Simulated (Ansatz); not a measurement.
Ansatz (an electronic-structure program) input (HF/3-21G): The .json file is the Basis Set Exchange's 3-21G.

Ansatz 0.2 input:
```yaml
crystal:
  periodic: [false, false, false]
  atoms:
    - {symbol: C, position_ang: [-4.01521933, 0.49772218, -0.11831262]}
    - {symbol: C, position_ang: [-2.65137364, 0.87603708, 0.49084848]}
    - {symbol: C, position_ang: [-1.49675311, 0.08254414, -0.15115895]}
    - {symbol: C, position_ang: [-0.14667968, 0.47090339, 0.46626246]}
    - {symbol: Se, position_ang: [1.32753315, -0.55564705, -0.36740181]}
    - {symbol: C, position_ang: [2.81546495, 0.22484544, 0.67945077]}
    - {symbol: H, position_ang: [-4.81671515, 1.06370729, 0.34311534]}
    - {symbol: H, position_ang: [-4.02679358, 0.70117459, -1.18375056]}
    - {symbol: H, position_ang: [-4.21854195, -0.55778987, 0.02742361]}
    - {symbol: H, position_ang: [-2.66516825, 0.68510185, 1.55917553]}
    - {symbol: H, position_ang: [-2.47433806, 1.93803785, 0.35380099]}
    - {symbol: H, position_ang: [-1.66991668, -0.97929360, -0.01165646]}
    - {symbol: H, position_ang: [-1.47883498, 0.27529379, -1.21861971]}
    - {symbol: H, position_ang: [-0.14579927, 0.26336692, 1.52713230]}
    - {symbol: H, position_ang: [0.04615514, 1.52368419, 0.31465668]}
    - {symbol: H, position_ang: [2.68057245, 0.02045607, 1.73090747]}
    - {symbol: H, position_ang: [3.72676623, -0.24352524, 0.33687286]}
    - {symbol: H, position_ang: [2.87385180, 1.28947257, 0.51006285]}
basis:
  gaussian:
    orbitals: 3-21G.json
hamiltonian:
  xc: {name: HF}
phonons: {temperatures: {t_min: 298.15, t_max: 298.15, t_step: 100}}
```

Output:

```
Functional definition: HF
integrals: 0.04 GiB planned
1169 factors; integrals over basis functions are off by at most 5.6e-4 eV
mean field: 0.32 GiB planned
mean field evaluation 1: about -70305.4428 eV, gradient 2.5e1 eV
mean field evaluation 2: about -70305.4276 eV, gradient 2.5e1 eV
mean field evaluation 4: about -70307.1704 eV, gradient 2.2e0 eV
mean field evaluation 8: about -70307.1844 eV, gradient 8.9e-3 eV
mean field -70307.18435485 eV, -2583.7413691196 hartree, gradient 2.4e-5 eV, S^2 0.000000; 0 other end points of the search recorded, 0 dependent functions left out
the calculation of the forces begins
reference -70307.18435485 eV, -2583.7413691196 hartree; 38, 38 occupied and 54, 54 virtual orbitals, 1169 factors
these checks for a lower state are left out or cut short: stability, starts, cluster_reference, orbital_swaps, neighbouring_geometries, increment
integrals: 0.04 GiB planned
1169 factors; integrals over basis functions are off by at most 5.6e-4 eV
mean field: 0.32 GiB planned
mean field evaluation 16: about -70307.1842 eV, gradient 5.3e-5 eV
mean field -70307.18416893 eV, -2583.7413622870 hartree, gradient 1.8e-6 eV, S^2 0.000000; 0 other end points of the search recorded, 0 dependent functions left out
the calculation of the forces begins
reference -70307.18416893 eV, -2583.7413622870 hartree; 38, 38 occupied and 54, 54 virtual orbitals, 1169 factors
these checks for a lower state are left out or cut short: stability, starts, cluster_reference, orbital_swaps, neighbouring_geometries, increment
integrals: 0.04 GiB planned
1169 factors; integrals over basis functions are off by at most 5.6e-4 eV
mean field: 0.32 GiB planned
mean field -70307.18416890 eV, -2583.7413622858 hartree, gradient 1.8e-6 eV, S^2 0.000000; 0 other end points of the search recorded, 0 dependent functions left out
the calculation of the forces begins
reference -70307.18416890 eV, -2583.7413622858 hartree; 38, 38 occupied and 54, 54 virtual orbitals, 1169 factors
these checks for a lower state are left out or cut short: stability, starts, cluster_reference, orbital_swaps, neighbouring_geometries, increment
integrals: 0.04 GiB planned
1169 factors; integrals over basis functions are off by at most 5.6e-4 eV
mean field: 0.32 GiB planned
mean field evaluation 32: about -70307.1842 eV, gradient 5.3e-5 eV
mean field -70307.18417849 eV, -2583.7413626383 hartree, gradient 1.8e-6 eV, S^2 0.000000; 0 other end points of the search recorded, 0 dependent functions left out
the calculation of the forces begins
reference -70307.18417849 eV, -2583.7413626383 hartree; 38, 38 occupied and 54, 54 virtual orbitals, 1169 factors
these checks for a lower state are left out or cut short: stability, starts, cluster_reference, orbital_swaps, neighbouring_geometries, increment
integrals: 0.04 GiB planned
1169 factors; integrals over basis functions are off by at most 5.6e-4 eV
mean field: 0.32 GiB planned
mean field -70307.18417635 eV, -2583.7413625599 hartree, gradient 1.8e-6 eV, S^2 0.000000; 0 other end points of the search recorded, 0 dependent functions left out
the calculation of the forces begins
reference -70307.18417635 eV, -2583.7413625599 hartree; 38, 38 occupied and 54, 54 virtual orbitals, 1169 factors
these checks for a lower state are left out or cut short: stability, starts, cluster_reference, orbital_swaps, neighbouring_geometries, increment
integrals: 0.04 GiB planned
1169 factors; integrals over basis functions are off by at most 5.6e-4 eV
mean field: 0.32 GiB planned
mean field -70307.18418009 eV, -2583.7413626974 hartree, gradient 1.8e-6 eV, S^2 0.000000; 0 other end points of the search recorded, 0 dependent functions left out
the calculation of the forces begins
reference -70307.18418009 eV, -2583.7413626974 hartree; 38, 38 occupied and 54, 54 virtual orbitals, 1169 factors
these checks for a lower state are left out or cut short: stability, starts, cluster_reference, orbital_swaps, neighbouring_geometries, increment
integrals: 0.04 GiB planned
1169 factors; integrals over basis functions are off by at most 5.6e-4 eV
mean field: 0.32 GiB planned
mean field -70307.18417461 eV, -2583.7413624958 hartree, gradient 1.8e-6 eV, S^2 0.000000; 0 other end points of the search recorded, 0 dependent functions left out
the calculation of the forces begins
reference -70307.18417461 eV, -2583.7413624958 hartree; 38, 38 occupied and 54, 54 virtual orbitals, 1169 factors
these checks for a lower state are left out or cut short: stability, starts, cluster_reference, orbital_swaps, neighbouring_geometries, increment
integrals: 0.04 GiB planned
1169 factors; integrals over basis functions are off by at most 5.6e-4 eV
mean field: 0.32 GiB planned
mean field evaluation 64: about -70307.1842 eV, gradient 1.8e-6 eV
[...]
integrals: 0.04 GiB planned
1169 factors; integrals over basis functions are off by at most 5.6e-4 eV
mean field: 0.32 GiB planned
mean field evaluation 384: about -70307.2027 eV, gradient 6.3e-5 eV
mean field -70307.18424505 eV, -2583.7413650844 hartree, gradient 1.8e-6 eV, S^2 0.000000; 0 other end points of the search recorded, 0 dependent functions left out
the calculation of the forces begins
reference -70307.18424505 eV, -2583.7413650844 hartree; 38, 38 occupied and 54, 54 virtual orbitals, 1169 factors
these checks for a lower state are left out or cut short: stability, starts, cluster_reference, orbital_swaps, neighbouring_geometries, increment
integrals: 0.04 GiB planned
1169 factors; integrals over basis functions are off by at most 5.6e-4 eV
mean field: 0.32 GiB planned
mean field -70307.18433572 eV, -2583.7413684167 hartree, gradient 1.8e-6 eV, S^2 0.000000; 0 other end points of the search recorded, 0 dependent functions left out
the calculation of the forces begins
reference -70307.18433572 eV, -2583.7413684167 hartree; 38, 38 occupied and 54, 54 virtual orbitals, 1169 factors
these checks for a lower state are left out or cut short: stability, starts, cluster_reference, orbital_swaps, neighbouring_geometries, increment
integrals: 0.04 GiB planned
1169 factors; integrals over basis functions are off by at most 5.6e-4 eV
mean field: 0.32 GiB planned
mean field -70307.18433627 eV, -2583.7413684368 hartree, gradient 1.8e-6 eV, S^2 0.000000; 0 other end points of the search recorded, 0 dependent functions left out
the calculation of the forces begins
reference -70307.18433627 eV, -2583.7413684368 hartree; 38, 38 occupied and 54, 54 virtual orbitals, 1169 factors
these checks for a lower state are left out or cut short: stability, starts, cluster_reference, orbital_swaps, neighbouring_geometries, increment
integrals: 0.04 GiB planned
1169 factors; integrals over basis functions are off by at most 5.6e-4 eV
mean field: 0.32 GiB planned
mean field -70307.18433360 eV, -2583.7413683385 hartree, gradient 1.8e-6 eV, S^2 0.000000; 0 other end points of the search recorded, 0 dependent functions left out
the calculation of the forces begins
reference -70307.18433360 eV, -2583.7413683385 hartree; 38, 38 occupied and 54, 54 virtual orbitals, 1169 factors
these checks for a lower state are left out or cut short: stability, starts, cluster_reference, orbital_swaps, neighbouring_geometries, increment
integrals: 0.04 GiB planned
1169 factors; integrals over basis functions are off by at most 5.6e-4 eV
mean field: 0.32 GiB planned
mean field evaluation 416: about -70307.1843 eV, gradient 1.8e-6 eV
mean field -70307.18433330 eV, -2583.7413683278 hartree, gradient 1.8e-6 eV, S^2 0.000000; 0 other end points of the search recorded, 0 dependent functions left out
the calculation of the forces begins
reference -70307.18433330 eV, -2583.7413683278 hartree; 38, 38 occupied and 54, 54 virtual orbitals, 1169 factors
these checks for a lower state are left out or cut short: stability, starts, cluster_reference, orbital_swaps, neighbouring_geometries, increment
integrals: 0.04 GiB planned
1169 factors; integrals over basis functions are off by at most 5.6e-4 eV
mean field: 0.32 GiB planned
mean field -70307.18424724 eV, -2583.7413651650 hartree, gradient 1.8e-6 eV, S^2 0.000000; 0 other end points of the search recorded, 0 dependent functions left out
the calculation of the forces begins
reference -70307.18424724 eV, -2583.7413651650 hartree; 38, 38 occupied and 54, 54 virtual orbitals, 1169 factors
these checks for a lower state are left out or cut short: stability, starts, cluster_reference, orbital_swaps, neighbouring_geometries, increment
integrals: 0.04 GiB planned
1169 factors; integrals over basis functions are off by at most 5.6e-4 eV
mean field: 0.32 GiB planned
mean field -70307.18424215 eV, -2583.7413649778 hartree, gradient 1.8e-6 eV, S^2 0.000000; 0 other end points of the search recorded, 0 dependent functions left out
the calculation of the forces begins
reference -70307.18424215 eV, -2583.7413649778 hartree; 38, 38 occupied and 54, 54 virtual orbitals, 1169 factors
these checks for a lower state are left out or cut short: stability, starts, cluster_reference, orbital_swaps, neighbouring_geometries, increment
integrals: 0.04 GiB planned
1169 factors; integrals over basis functions are off by at most 5.6e-4 eV
mean field: 0.32 GiB planned
mean field -70307.18430835 eV, -2583.7413674108 hartree, gradient 1.8e-6 eV, S^2 0.000000; 0 other end points of the search recorded, 0 dependent functions left out
the calculation of the forces begins
reference -70307.18430835 eV, -2583.7413674108 hartree; 38, 38 occupied and 54, 54 virtual orbitals, 1169 factors
these checks for a lower state are left out or cut short: stability, starts, cluster_reference, orbital_swaps, neighbouring_geometries, increment
integrals: 0.04 GiB planned
1169 factors; integrals over basis functions are off by at most 5.6e-4 eV
mean field: 0.32 GiB planned
mean field -70307.18430920 eV, -2583.7413674420 hartree, gradient 1.8e-6 eV, S^2 0.000000; 0 other end points of the search recorded, 0 dependent functions left out
the calculation of the forces begins
reference -70307.18430920 eV, -2583.7413674420 hartree; 38, 38 occupied and 54, 54 virtual orbitals, 1169 factors
these checks for a lower state are left out or cut short: stability, starts, cluster_reference, orbital_swaps, neighbouring_geometries, increment
integrals: 0.04 GiB planned
1169 factors; integrals over basis functions are off by at most 5.6e-4 eV
mean field: 0.32 GiB planned
mean field evaluation 448: about -70307.2027 eV, gradient 1.1e-1 eV
mean field -70307.18430293 eV, -2583.7413672116 hartree, gradient 1.8e-6 eV, S^2 0.000000; 0 other end points of the search recorded, 0 dependent functions left out
the calculation of the forces begins
reference -70307.18430293 eV, -2583.7413672116 hartree; 38, 38 occupied and 54, 54 virtual orbitals, 1169 factors
these checks for a lower state are left out or cut short: stability, starts, cluster_reference, orbital_swaps, neighbouring_geometries, increment
integrals: 0.04 GiB planned
1169 factors; integrals over basis functions are off by at most 5.6e-4 eV
mean field: 0.32 GiB planned
mean field -70307.18430277 eV, -2583.7413672057 hartree, gradient 1.8e-6 eV, S^2 0.000000; 0 other end points of the search recorded, 0 dependent functions left out
the calculation of the forces begins
reference -70307.18430277 eV, -2583.7413672057 hartree; 38, 38 occupied and 54, 54 virtual orbitals, 1169 factors
Total energy: -70307.18435485 eV, -2583.7413691196 hartree
Atom 0 at    -4.015219     0.497722    -0.118313 Å, force     0.000588    -0.000028     0.000064 eV/Å
Atom 1 at    -2.651374     0.876037     0.490848 Å, force    -0.000833     0.000821     0.000721 eV/Å
Atom 2 at    -1.496753     0.082544    -0.151159 Å, force     0.000160    -0.000501    -0.000495 eV/Å
Atom 3 at    -0.146680     0.470903     0.466262 Å, force     0.000076     0.000347     0.000373 eV/Å
Atom 4 at     1.327533    -0.555647    -0.367402 Å, force    -0.000492     0.000285     0.000218 eV/Å
Atom 5 at     2.815465     0.224845     0.679451 Å, force     0.000302    -0.000829    -0.000813 eV/Å
Atom 6 at    -4.816715     1.063707     0.343115 Å, force    -0.000179     0.000151     0.000128 eV/Å
Atom 7 at    -4.026794     0.701175    -1.183751 Å, force    -0.000350    -0.000554    -0.000020 eV/Å
Atom 8 at    -4.218542    -0.557790     0.027424 Å, force    -0.000258     0.000049    -0.000601 eV/Å
Atom 9 at    -2.665168     0.685102     1.559176 Å, force     0.000213     0.000122     0.000161 eV/Å
Atom 10 at    -2.474338     1.938038     0.353801 Å, force     0.000213     0.000123     0.000160 eV/Å
Atom 11 at    -1.669917    -0.979294    -0.011656 Å, force     0.000560     0.000145    -0.000077 eV/Å
Atom 12 at    -1.478835     0.275294    -1.218620 Å, force     0.000513    -0.000167     0.000223 eV/Å
Atom 13 at    -0.145799     0.263367     1.527132 Å, force    -0.000204    -0.000351    -0.000408 eV/Å
Atom 14 at     0.046155     1.523684     0.314657 Å, force    -0.000206    -0.000362    -0.000398 eV/Å
Atom 15 at     2.680572     0.020456     1.730907 Å, force    -0.000120     0.000047     0.000811 eV/Å
Atom 16 at     3.726766    -0.243525     0.336873 Å, force     0.000020    -0.000116    -0.000117 eV/Å
Atom 17 at     2.873852     1.289473     0.510063 Å, force    -0.000003     0.000818     0.000069 eV/Å
Dipole moment:    -0.073310     0.228221     0.225620 e Å
Vibrations: 44.47 94.94 108.42 131.41 147.09 213.01 259.24 283.76 439.00 629.17 723.90 801.89 856.85 952.23 1004.55 1018.68 1018.86 1055.47 1094.59 1181.05 1215.87 1357.66 1381.50 1450.54 1475.41 1476.05 1491.59 1516.90 1575.06 1634.19 1635.79 1645.33 1655.46 1663.67 1672.76 1676.01 3192.30 3198.99 3207.96 3220.49 3228.02 3240.02 3241.74 3254.10 3261.49 3296.47 3315.20 3316.66 cm⁻¹, zero-point energy 4.683862 eV
```

The blocks after the first are displaced geometries, from whose forces the wavenumbers follow.
